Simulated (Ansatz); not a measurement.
Geometry optimisation, DFT PBE, scalar-relativistic, plane waves, PAW (Ansatz 0.2.0).

Input file:

```yaml
crystal:
  lattice:
    - [-2.29, -3.966396, 0.0]
    - [3.435, -1.983198, 0.0]
    - [0.0, 0.0, 7.17686]
  atoms:
    - { symbol: Be, position: [0.75, 0.5, 0.0] }
    - { symbol: Be, position: [0.5, 0.3333333, 0.25] }
    - { symbol: Be, position: [0.75, 0.5, 0.5] }
    - { symbol: Be, position: [0.5, 0.3333333, 0.75] }
    - { symbol: Be, position: [0.5, 0.0, 0.0] }
    - { symbol: Be, position: [0.25, 0.8333333, 0.25] }
    - { symbol: Be, position: [0.5, 0.0, 0.5] }
    - { symbol: Be, position: [0.25, 0.8333333, 0.75] }
    - { symbol: Be, position: [0.25, 0.5, 0.0] }
    - { symbol: Be, position: [0.0, 0.3333333, 0.25] }
    - { symbol: Be, position: [0.25, 0.5, 0.5] }
    - { symbol: Be, position: [0.0, 0.3333333, 0.75] }
    - { symbol: Be, position: [0.0, 0.0, 0.0] }
    - { symbol: Be, position: [0.75, 0.8333333, 0.25] }
    - { symbol: Be, position: [0.0, 0.0, 0.5] }
    - { symbol: Be, position: [0.75, 0.8333333, 0.75] }
    - { symbol: Li, position: [0.4911604, 0.6727517, 0.1313737] }
basis:
  ecutwfc: 420.0
kpoints:
  mp_grid: { grid: [5, 5, 3] }
hamiltonian:
  xc: pbe
scf:
  occupations: { method: gaussian, width: 0.1 }
  lower_state_search: "off"
relax:
  f_tol: 0.03
  max_steps: 60
  adjacent_minimum: "off"
```

Command:

```bash
$ ansatz run input.yaml --threads 1 --pin off --max-ram 3072MiB --backend cpu --events-out ev --progress --plain --runs-dir out
```

Q: Where does it end, and by what steps?

A: The forces met the threshold. The force dipped under the threshold on the way, but the program's further checks kept it going. Limits of this set-up: coarse k mesh. After 13 steps the energy has fallen by 4.620 eV; Be6 moved furthest, 1.13 Å.

```csv
step,energy less start (eV),largest force component (eV/Å),accepted
0,0.0000,4.065,yes
1,-1.9817,2.597,yes
2,-3.6635,0.571,yes
3,-3.7513,0.662,yes
4,-3.9161,0.533,yes
5,-4.0280,0.291,yes
6,-4.2107,0.494,yes
7,-4.2976,0.409,yes
8,-4.4896,0.140,yes
9,-4.5807,0.191,yes
10,-4.6157,0.119,yes
11,-4.6188,0.078,yes
12,-4.6202,0.013,yes
13,-4.6202,0.013,yes
```

```xyz
17
Lattice="-2.2900 -3.9664 0.0000 3.4350 -1.9832 0.0000 0.0000 0.0000 7.1769" Properties=species:S:1:pos:R:3
Be -0.030 -3.910 -0.084
Be -0.318 -2.854 1.744
Be -0.037 -3.910 3.572
Be -0.145 -2.618 5.332
Be -1.230 -1.985 -0.081
Be 3.376 -2.957 1.745
Be -1.234 -1.983 3.568
Be 2.099 -2.622 5.333
Be 0.902 -1.870 -0.076
Be 1.753 -0.894 1.744
Be 0.899 -1.872 3.565
Be 0.996 -0.611 5.333
Be -0.256 0.073 -0.072
Be 1.263 -4.866 1.745
Be -0.258 0.073 3.561
Be 1.023 -4.612 5.332
Li 1.544 -2.885 1.742
```

Whether the end is a true minimum wasn't checked by a vibrational analysis.

Time of the run: 4.3 min on 1 CPU thread of a shared host.
